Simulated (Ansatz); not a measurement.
A structure drawn as `O=[CH][GeH2][SiH3]`, with this starting geometry:

```xyz
10

O     0.202    2.204    1.135
C    -0.055    1.061    1.587
Ge    0.515   -0.436    0.578
Si   -0.378   -0.398   -1.553
H    -0.576    0.920    2.523
H     0.136   -1.769    1.290
H     2.104   -0.406    0.390
H    -0.026    0.852   -2.212
H    -0.004   -1.578   -2.340
H    -1.917   -0.450   -1.397
```

Total charge 0; spin multiplicity 1.

(1) Relax it with Ansatz at PBE-D4/def2-SVP and then PBE0-D4/def2-TZVP. Is the drawn bonding still there?

(2) Give the relaxed structure. (An estimate is asked.)

Atoms count as bonded under 1.1 times the sum of their covalent radii (H–H under 0.85 Å, pairs among N, O and F under 1.55 Å), and a drawn bond as lost past 1.3 times.

Answers

(1) Yes, every drawn bond is still there and no new one forms.

(2) The calculation gave: 
Z-matrix (Å, degrees):
```
Ge
C 1 2.009
Si 1 2.382 2 108.8
H 1 1.535 2 108.1 3 121.5
H 1 1.541 2 107.9 3 -119.5
O 2 1.198 1 122.9 3 -94.8
H 2 1.116 1 117.0 3 83.9
H 3 1.487 1 109.3 2 -57.2
H 3 1.485 1 109.5 2 62.4
H 3 1.486 1 110.2 2 -177.1
```
No frequency check was run.
